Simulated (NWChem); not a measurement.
System: CH3ClMgN2

```xyz
8

Mg    -0.0022    -0.2115     0.0000
Cl    -0.0016    -2.4286     0.0000
C      0.0028     2.2006     0.0000
N      0.0017     1.5055    -1.1229
N      0.0017     1.5055     1.1229
H      0.0044     3.3060     0.0000
H      0.0015     2.0293    -1.9879
H      0.0015     2.0293     1.9879
```
Atoms are numbered in this order, from 1.

Level: PBE0/def2-SVP (NWChem), optimised geometry, unscaled harmonic frequencies. 

```tsv
frequency (cm⁻¹)	IR intensity (km/mol)
111	2.4
113	9.7
302	0.5
305	166.5
392	14.9
529	0.0
598	132.1
744	112.3
788	1.4
1047	0.0
1132	67.6
1165	10.7
1299	163.4
1455	68.4
1652	334.4
3092	44.8
3689	94.9
3691	12.4
```

* **zero-point energy**: 31.6 kcal/mol
* **thermal correction to the enthalpy at 298.15 K (with zero-point energy)**: 36.0 kcal/mol
* **heat capacity Cv**: 19.4 cal/(mol K)
* **entropy at 298.15 K and 1 atm (symmetry number 2)**: 77.4 cal/(mol K)
* **dipole moment**: 5.37 D

Rigid rotor and harmonic oscillator.
